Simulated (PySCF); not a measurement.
## 33S chemical shifts

Fast rotation and ring inversion assumed for equivalent nuclei, single conformer, relativity neglected, no solvent model. Shieldings: GIAO PBE0/pcSseg-1; structure optimised with GFN2-xTB; PySCF.

Shieldings were converted by a linear fit to measured shifts: 33S (scatter 33.3 ppm rms vs sulfate, solution or neat liquid). A few per cent of atoms miss by over 2 rms, more outside the fitted compound classes.

Task: Give the 33S shifts of `C=C[SiH2]SC(=C)C`, `C1C[C@@H]([SiH]2CC2)S1`, `CC#CCS[SiH2]C`.

Result: 
```json
{"compound": "C=C[SiH2]SC(=C)C", "environment": "sulfur bonded to C, Si", "δ (ppm)": "-397"}
{"compound": "C1C[C@@H]([SiH]2CC2)S1", "environment": "sulfide sulfur", "δ (ppm)": "-292"}
{"compound": "CC#CCS[SiH2]C", "environment": "sulfur bonded to C, Si", "δ (ppm)": "-426"}
```

Task: Order these by 33S shift, lowest first.
A. C1C[C@@H]2C[C@H]1[SiH2]S2
B. CCC(=C=S)[SiH2]C
C. CC(C)C1=C[SiH2]S1
D. C=C([SiH2]F)SC
E. CCC#C[SiH2]SC

Result: E (-487 ppm, sulfur bonded to C, Si), A (-406 ppm, sulfur bonded to C, Si, in a 5-membered ring), C (-347 ppm, sulfur bonded to C, Si, in a 4-membered ring), D (-294 ppm, sulfide sulfur), B (-98 ppm, thione sulfur).
